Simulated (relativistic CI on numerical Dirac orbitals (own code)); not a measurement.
# Eu43+: sensitivity of the levels to the model

Base calculation: Dirac-Coulomb-Breit CI, separate exchange-only KLI orbitals for each configuration, model QED, unscaled Slater integrals.

CI space (outside the closed core [Ne]): 3s²3p⁶3d², 3s²3p⁵3d³, 3s3p⁶3d³, 3s²3p⁶3d4s, 3s²3p⁶3d4p, 3s²3p⁶3d4d, 3s²3p⁵3d²4s, 3s²3p⁶3d4f, 3s²3p⁵3d²4p, 3s²3p⁵3d²4d, 3s3p⁶3d²4s, 3p⁶3d³4p, 3s3p⁶3d²4p, 3s²3p⁶4s², 3s²3p⁶4s4p, 3s²3p⁶3d5s, 3s²3p⁶3d5d, 3s²3p⁶3d5g, 3p⁶3d⁴, 3p⁵3d⁵, 3p⁵3d⁴4s, 3p⁶3d³4s, 3p⁵3d³4s², 3s²3p⁶4p², 3s²3p⁵4s4p², 3s²3p⁶4s4d, 3s²3p⁵4s²4d, 3s3p⁶3d4s², 3s3p⁶4s²4p, 3s3p⁶4s²4d. Double excitations out of closed p, d and f shells are left out; levels of such configurations are missing from the list, as are those of other unlisted configurations, and high levels can miss mixing partners. These lack a partner that the ground configuration has and come out too high: 3s²3p⁵3d²4p, 3s²3p⁵3d²4d.

Variants: (1) one mean potential for all configurations; (2) only the first configuration. Shifts of the energy above 3s²3p⁶3d² ³F2, in cm⁻¹, for the lowest level and the first level of each name with at least 55 % of one term (blank where a level changes its place among those of its configuration and J or its character, or is not in the variant):

```
         Level     Base  Δ(1)   Δ(2)
 3s²3p⁶3d² ³F2        0     0      0
 3s²3p⁶3d² ³P0   149226    +4  +2799
 3s²3p⁶3d² ³F3   260356   +55   -536
 3s²3p⁶3d² ¹G4   348680   +60    -93
 3s²3p⁶3d² ³P1   360723   +50  +3377
 3s²3p⁶3d² ³F4   581077  +108   -147
 3s²3p⁶3d² ¹S0   803385  +113  +1604
3s²3p⁵3d³ ⁵D°0  1812313  -475       
3s²3p⁵3d³ ³P°1  2363200  -500       
3s²3p⁵3d³ ³I°7  2365170  -499
```

At this charge energies of transitions that change n are usually good to better than 1 %, and those within a shell (Δn = 0) to a few per cent.

Ionisation energy from the two ground configurations alone: base 3398.47 eV. The NIST ASD value (theoretical) is 3398 eV.

LS names give the leading component of a level, which can be under half, so a name can repeat, a term be missing and a line seem to break the LS rules.
